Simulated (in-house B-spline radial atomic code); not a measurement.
Ionisation energies along the 55-electron series, configuration 1s2 2s2 2p6 3s2 3p6 3d10 4s2 4p6 4d10 4f5/2(6) 4f7/2(3), as differences of self-consistent energies. Dirac energy differences include first-order Breit, QED and recoil terms. NIST's values go from ground level to ground level; the uncertainty of those that are theory runs from under 0.1 % in few-electron ions to several per cent in heavy many-electron ones. Computed with an all-electron radial atomic-structure program (B-spline basis): Dirac-Hartree-Fock, jj configuration that fills j = l - 1/2 first, finite nuclei.

A number in brackets counts the electrons of a j subshell.

| ion | configuration after | ionisation energy (eV) | IE/(q+1)² (eV) | -ε less Coulomb ΔSCF (eV) | Breit and QED recoil part (eV) | tabulated value (eV) | computed minus tabulated (eV) |
| --- | --- | --- | --- | --- | --- | --- | --- |
| Tm14+ | [Kr] 4d10 4f5/2(6) 4f7/2(2) | 292.5 | 1.3002 | 3.11 | 0.13798 | 317 | -24.5 |
| Yb15+ | [Kr] 4d10 4f5/2(6) 4f7/2(2) | 330.4 | 1.2905 | 3.1236 | 0.14586 | 360 | -29.6 |
| Lu16+ | [Kr] 4d10 4f5/2(6) 4f7/2(2) | 370.1 | 1.2805 | 3.1376 | 0.15278 | 399 | -28.9 |
| Hf17+ | [Kr] 4d10 4f5/2(6) 4f7/2(2) | 411.6 | 1.2705 | 3.1518 | 0.15873 | 440 | -28.4 |
| Ta18+ | [Kr] 4d10 4f5/2(6) 4f7/2(2) | 455.1 | 1.2606 | 3.1658 | 0.16368 | 482 | -26.9 |
| W19+ | [Kr] 4d10 4f5/2(6) 4f7/2(2) | 500.3 | 1.2508 | 3.1796 | 0.16763 | 502.6 | -2.3 |
| Re20+ | [Kr] 4d10 4f5/2(6) 4f7/2(2) | ? | ? | ? | ? | ? | ? |
| Os21+ | [Kr] 4d10 4f5/2(6) 4f7/2(2) | 596.3 | 1.2319 | 3.2058 | 0.17244 | 620 | -23.7 |
| Ir22+ | [Kr] 4d10 4f5/2(6) 4f7/2(2) | 646.9 | 1.2229 | 3.2182 | 0.17325 | 670 | -23.1 |
| Pt23+ | [Kr] 4d10 4f5/2(6) 4f7/2(2) | ? | ? | ? | ? | ? | ? |
| Au24+ | [Kr] 4d10 4f5/2(6) 4f7/2(2) | 753.5 | 1.2056 | 3.2412 | 0.17155 | 760 | -6.5 |
| Hg25+ | [Kr] 4d10 4f5/2(6) 4f7/2(2) | 809.5 | 1.1975 | 3.2519 | 0.16898 | 820 | -10.5 |
| Tl26+ | [Kr] 4d10 4f5/2(6) 4f7/2(2) | ? | ? | ? | ? | ? | ? |
| Pb27+ | [Kr] 4d10 4f5/2(6) 4f7/2(2) | 926.6 | 1.1819 | 3.2717 | 0.16027 | 930 | -3.4 |

**Question.** Fill in the row of Re20+.

**Answer.** ionisation energy (eV): 547.4; IE/(q+1)² (eV): 1.2413; -ε less Coulomb ΔSCF (eV): 3.193; Breit and QED recoil part (eV): 0.17056; tabulated value (eV): 570; computed minus tabulated (eV): -22.6.

**Question.** Fill in the row of Pt23+.

**Answer.** ionisation energy (eV): 699.3; IE/(q+1)² (eV): 1.2141; -ε less Coulomb ΔSCF (eV): 3.23; Breit and QED recoil part (eV): 0.17296; tabulated value (eV): 710; computed minus tabulated (eV): -10.7.

**Question.** Fill in the row of Tl26+.

**Answer.** ionisation energy (eV): 867.2; IE/(q+1)² (eV): 1.1895; -ε less Coulomb ΔSCF (eV): 3.2621; Breit and QED recoil part (eV): 0.16523; tabulated value (eV): 880; computed minus tabulated (eV): -12.8.
